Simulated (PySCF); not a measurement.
# Partial charges of `C=CC[C@]1(F)CCSCS1`

Compound: C7H11FS2.
Structure used (GFN2-xTB), in Å, numbered top down from 1:
```xyz
21
C7H11FS2 angstrom
C      3.3263   -0.3005    0.0894
C      2.2906    0.2676    0.6766
C      1.2732    1.1044   -0.0353
C     -0.1412    0.5497    0.1424
F     -0.4507    0.5433    1.4903
C     -0.2893   -0.8671   -0.4062
C     -1.6228   -1.5191   -0.0686
S     -3.0142   -0.7563   -0.9650
C     -2.8557    0.8978   -0.2527
S     -1.2963    1.7193   -0.6906
H      3.5089   -0.1921   -0.9672
H      4.0410   -0.8871    0.6404
H      2.1232    0.1508    1.7390
H      1.2843    2.1178    0.3764
H      1.4914    1.1629   -1.1020
H      0.5139   -1.4744    0.0217
H     -0.1572   -0.8280   -1.4887
H     -1.8322   -1.4568    1.0002
H     -1.6212   -2.5637   -0.3744
H     -2.9258    0.8372    0.8323
H     -3.6552    1.5112   -0.6585
```

Density: PBE0/pcSseg-1 (PySCF); schemes: Mulliken, IAO, Hirshfeld and ESP-fitted. Isolated species at its GFN2-xTB geometry (one conformer only).

Task: For which atoms does the sign change between the 4 schemes (beyond +0.03 e in one, beyond −0.03 e in another)?

Result: C4, C6, S8 and S10.

Task: Which atoms carry the highest charge in the Mulliken, IAO, Hirshfeld and ESP-fitted schemes?

Result: The schemes don't all agree: Mulliken H20 and H21 (+0.190); IAO C4 (+0.234); Hirshfeld C4 (+0.103); ESP-fitted H21 (+0.295).

Task: Tabulate the Mulliken, IAO, Hirshfeld and ESP-fitted charges.

Result: In e:

| atom | environment | Mulliken | IAO | Hirshfeld | ESP-fitted |
| --- | --- | --- | --- | --- | --- |
| C1 | terminal =CH2 carbon | -0.125 | -0.317 | -0.097 | -0.526 |
| C2 | alkene CH carbon | -0.244 | -0.134 | -0.035 | +0.025 |
| C3 | allylic carbon | -0.087 | -0.281 | -0.083 | -0.292 |
| C4 | sp3 C–F carbon | -0.137 | +0.234 | +0.103 | -0.052 |
| F5 | alkyl fluorine | -0.311 | -0.323 | -0.091 | -0.095 |
| C6 | ring CH2 carbon | -0.113 | -0.282 | -0.093 | +0.130 |
| C7 | sp3 carbon bound to sulfur | -0.310 | -0.340 | -0.076 | -0.367 |
| S8 | sulfide sulfur | +0.013 | +0.082 | -0.015 | -0.152 |
| C9 | sp3 carbon bound to sulfur | -0.405 | -0.444 | -0.087 | -0.350 |
| S10 | sulfide sulfur | +0.084 | +0.061 | -0.017 | -0.148 |
| H11 | vinylic hydrogen | +0.111 | +0.145 | +0.046 | +0.203 |
| H12 | vinylic hydrogen | +0.120 | +0.154 | +0.049 | +0.201 |
| H13 | vinylic hydrogen | +0.113 | +0.153 | +0.044 | +0.121 |
| H14 | methylene hydrogen | +0.155 | +0.163 | +0.044 | +0.164 |
| H15 | methylene hydrogen | +0.137 | +0.152 | +0.049 | +0.183 |
| H16 | methylene hydrogen | +0.149 | +0.151 | +0.037 | +0.047 |
| H17 | methylene hydrogen | +0.144 | +0.157 | +0.039 | +0.076 |
| H18 | methylene hydrogen | +0.161 | +0.154 | +0.036 | +0.167 |
| H19 | methylene hydrogen | +0.163 | +0.164 | +0.052 | +0.200 |
| H20 | methylene hydrogen | +0.190 | +0.165 | +0.039 | +0.170 |
| H21 | methylene hydrogen | +0.190 | +0.183 | +0.056 | +0.295 |

Mean size of the charges over all atoms: IAO 0.202 e, ESP-fitted 0.189 e, Mulliken 0.165 e, Hirshfeld 0.057 e. Each set sums to the total charge, 0, to within 0.001 e. The Mulliken scheme gives each basis function's population to the atom it is centred on and halves the overlap population of two atoms between them. The ESP scheme fits charges at the nuclei, held to the total charge, to the electrostatic potential on points at 1.4 to 2.0 times the van der Waals radii.

Task: How closely do the schemes follow one another over all atoms?

Result: Correlation coefficient and root-mean-square difference: IAO with Hirshfeld 0.96, 0.163 e; Mulliken with IAO 0.86, 0.112 e; Mulliken with Hirshfeld 0.75, 0.145 e; IAO with ESP-fitted 0.75, 0.157 e; Hirshfeld with ESP-fitted 0.74, 0.182 e; Mulliken with ESP-fitted 0.72, 0.157 e.

Task: Sum the charges by element, for elements with more than one atom.

Result: 
```csv
element,atoms,Mulliken,IAO,Hirshfeld,ESP-fitted
C,7,-1.421,-1.563,-0.368,-1.432
S,2,+0.098,+0.144,-0.033,-0.300
H,11,+1.634,+1.743,+0.492,+1.827
```

The run behind these numbers computed NMR shieldings as well. On Arm Neoverse V2, one thread (shared host), this took 48 s and 1.1 GiB of memory at its peak.
